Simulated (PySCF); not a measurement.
**How methods differ on the ionisation energy of Ir**

Ir [Xe] 4f14 5d7 6s2 (4F) → Ir⁺ [Xe] 4f14 5d7 6s1 (5F), as a difference of total energies. Calculation: PySCF 2.14, in def2-TZVPPD with the def2 core potential (60 electrons); scalar relativity through the core potential. Correlated levels: valence and next inner shell: nothing frozen outside the core potential. The calculations carry no spin-orbit coupling.

```tsv
method	ionisation energy (eV)
UHF	7.023
MP2 (valence and next inner shell)	8.713
SCS-MP2 (valence and next inner shell)	8.750
CCSD (valence and next inner shell)	8.510
CCSD(T) (valence and next inner shell)	8.647
```

Question: How much does correlation contribute at CCSD(T) (valence and next inner shell)?

Answer: 8.647 − (7.023) = 1.624 eV, measured against UHF.

Errors of the correlated levels include the incompleteness of this basis.

For comparison: 8.926 eV (measured; NIST levels, between the centres of gravity of the two terms).
